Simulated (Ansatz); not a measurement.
CH$_{6}$NSSb (`[NH2][SbH][CH2]S`). Total charge 0; spin multiplicity 1. Sb takes the def2 core potential.

| atom | x (Å) | y (Å) | z (Å) |
| --- | --- | --- | --- |
| N1 | -2.088 | 0.191 | 0.002 |
| Sb2 | -0.475 | -1.028 | -0.248 |
| C3 | 0.993 | 0.562 | -0.163 |
| S4 | 2.666 | -0.106 | -0.078 |
| H5 | -2.289 | 0.436 | 0.962 |
| H6 | -2.928 | -0.193 | -0.410 |
| H7 | -0.222 | -1.412 | 1.406 |
| H8 | 0.845 | 1.132 | 0.755 |
| H9 | 0.869 | 1.237 | -1.010 |
| H10 | 2.628 | -0.820 | -1.215 |

(1) What are the harmonic wavenumbers in cm⁻¹ at PBE0-D4/def2-TZVP (Ansatz, finite differences of forces, unscaled)? (An estimate is asked.)

(2) Is this a minimum?

(3) Give the ideal-gas thermochemistry at 298.15 K and 1 bar (rigid rotor, harmonic oscillator; point group C1, symmetry number 1).

(4) And at 400, 500, 600, 800 and 1000 K?

(5) Rotational constants (cm⁻¹)?

## Answers

(1) The calculation gave: 65, 98, 171, 189, 213, 506, 520, 572, 627, 650, 725, 766, 888, 915, 1114, 1145, 1421, 1571, 1929, 2695, 3092, 3161, 3550, 3650.

(2) Yes, all 24 modes are real.

(3) Zero-point energy 180.8 kJ/mol; H(298) − E = 202.6 kJ/mol; entropy 364.2 J/(mol·K), of which translation 174.0, rotation 115.2, vibration 75.0; G(298) − E = 94.0 kJ/mol. Modes under 100 cm⁻¹ are hindered rotations or soft bends, so the harmonic entropy is rough.

(4) 
```tsv
T (K)	H − E (kJ/mol)	S (J/mol/K)	G − E (kJ/mol)
400	214.7	399.0	55.1
500	228.2	429.0	13.7
600	242.9	455.9	-30.6
800	275.3	502.3	-126.6
1000	310.5	541.5	-231.0
```

(5) 0.2804, 0.04579, 0.04066.
